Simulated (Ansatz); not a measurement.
`O[CH2][ZnH]`. Charge 0, multiplicity 1.

| atom | x (Å) | y (Å) | z (Å) |
| --- | --- | --- | --- |
| O1 | 1.390 | 0.584 | -0.006 |
| C2 | 0.256 | -0.085 | 0.561 |
| Zn3 | -1.116 | -0.540 | -0.785 |
| H4 | 1.117 | 1.462 | -0.278 |
| H5 | -0.144 | 0.475 | 1.416 |
| H6 | 0.647 | -1.017 | 0.979 |
| H7 | -2.148 | -0.879 | -1.887 |

(1) List the harmonic frequencies (cm⁻¹, unscaled) at PBE0-D4/def2-TZVP in Ansatz. (Best estimate.)

(2) Is this a minimum?

(3) Give the ideal-gas thermochemistry at 298.15 K and 1 bar (rigid rotor, harmonic oscillator; point group C1, symmetry number 1).

(4) And at 400, 500, 600, 800 and 1000 K?

Answers

(1) Computed: 165, 273, 406, 451, 566, 676, 1027, 1129, 1244, 1373, 1462, 1878, 3007, 3080, 3884.

(2) Yes, all 15 modes are real.

(3) Zero-point energy 123.3 kJ/mol; H(298) − E = 138.6 kJ/mol; entropy 295.4 J/(mol·K), of which translation 166.0, rotation 100.7, vibration 28.7; G(298) − E = 50.5 kJ/mol.

(4) 
```tsv
T (K)	H − E (kJ/mol)	S (J/mol/K)	G − E (kJ/mol)
400	146.6	318.4	19.2
500	155.5	338.3	-13.6
600	165.3	356.2	-48.4
800	187.0	387.3	-122.8
1000	210.8	413.8	-203.0
```
